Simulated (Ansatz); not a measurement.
Start from `OC([SiH3])[TeH]` and change one atom or group to get `[SiH3]C(Cl)[TeH]`.

Ansatz, PBE0-D4/def2-TZVP geometries, multiplicity 1. Each molecule was computed in one conformer, which needn't be the lowest.

Elements past krypton have def2 core potentials.  Spin–orbit coupling is left out; it splits and shifts lone-pair levels of the heavy atoms by tenths of an eV.

| property | `OC([SiH3])[TeH]` |
| --- | --- |
| size of the dipole moment (ωB97M-V/def2-TZVPP) / D | 1.48 |
| LUMO energy (B3LYP/def2-TZVPP) / eV | -1.20 |
| HOMO energy (ωB97M-V/def2-TZVPP) / eV | -8.55 |
| HOMO–LUMO gap (PBE0/def2-TZVPP) / eV | 5.47 |
| HOMO energy (PBE/def2-TZVPP) / eV | -5.40 |
| HOMO–LUMO gap (ωB97M-V/def2-TZVPP) / eV | 9.37 |

Give the same properties after the change, and the shifts. (Estimate.)

The calculation gave: 
```
                                          property  `[SiH3]C(Cl)[TeH]`  shift
size of the dipole moment (ωB97M-V/def2-TZVPP) / D                1.28  -0.20
               LUMO energy (B3LYP/def2-TZVPP) / eV               -1.54  -0.34
             HOMO energy (ωB97M-V/def2-TZVPP) / eV               -8.65  -0.10
              HOMO–LUMO gap (PBE0/def2-TZVPP) / eV                5.22  -0.25
                 HOMO energy (PBE/def2-TZVPP) / eV               -5.50  -0.10
           HOMO–LUMO gap (ωB97M-V/def2-TZVPP) / eV                9.15  -0.22
```

With PBE0 the HOMO falls by 0.10 eV and the LUMO falls by 0.36 eV, so the gap narrows by about 0.26 eV. PBE moves the HOMO by -0.10 eV and ωB97M-V by -0.10 eV. Dipoles are sizes alone; their direction can turn.

B3LYP here is the variant with VWN-RPA as its local correlation; programs differ in this.
